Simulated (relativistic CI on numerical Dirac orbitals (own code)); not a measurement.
## Hyperfine structure of Cu X, mass number 65

Method of calculation: Dirac-Coulomb-Breit CI, KLI orbitals optimised for each configuration, QED by a radiative potential, unscaled Slater integrals (own radial code, finite nucleus).

Configuration list (outside the closed core [Ne]): 3s²3p⁶3d², 3s²3p⁵3d³, 3s3p⁶3d³, 3s²3p⁶3d4s, 3s²3p⁶3d4p, 3s²3p⁶3d4d, 3s²3p⁶4s², 3s²3p⁶4s4p, 3s²3p⁶3d4f, 3s²3p⁶4p², 3s²3p⁶3d5s, 3s²3p⁶4s4d, 3s²3p⁵3d²4s, 3p⁶3d⁴, 3p⁵3d⁵. Double excitations out of closed p, d and f shells are left out; levels of such configurations are missing from the list, as are those of other unlisted configurations, and high levels can miss mixing partners. These lack a partner that the ground configuration has and come out too high: 3s²3p⁵3d²4s.

Nuclear spin I = 3/2, μ = 2.3844 μN, Q = -0.204 b (tables of Stone and Pyykkö). The electronic factors are computed for point nuclear moments, without core polarisation or the Bohr-Weisskopf and QED corrections.

```tsv
Level	E (eV)	A (MHz)	B (MHz)
3s²3p⁶3d² ³F2	0.0000	3226	-130
3s²3p⁶3d² ³F3	0.2978	2067	-145
3s²3p⁶3d² ³F4	0.6495	1579	-196
3s²3p⁶3d² ¹D2	3.2777	2104	175
3s²3p⁶3d² ³P1	3.7732	110.4	-136
3s²3p⁶3d² ³P2	4.0451	1372	260
3s²3p⁶3d² ¹G4	5.2285	2128	-775
3s²3p⁵3d³ ⁵D°2	61.3887	4013	-779
```

Levels with J = 0, under 50 % of one LS term, or S terms without an open s electron are left out. Small factors come from cancelling terms and can be off by tens of per cent or more.

At this charge energies of transitions that change n are usually good to better than 1 %, and those within a shell (Δn = 0) to a few per cent. Terms inside the open d or f shell come out 10 to 20 % too wide with unscaled integrals.

(1) Give the hyperfine levels of 3s²3p⁶3d² ³F2 relative to its centre of gravity.

Answers

(1) With K = F(F + 1) − I(I + 1) − J(J + 1), E = AK/2 + B[¾K(K + 1) − I(I + 1)J(J + 1)]/[2I(2I − 1)J(2J − 1)]: F = 1/2: -14630, F = 3/2: -9677, F = 5/2: -1532, F = 7/2: 9644 MHz.

LS names give the leading component of a level, which can be under half, so a name can repeat, a term be missing and a line seem to break the LS rules.
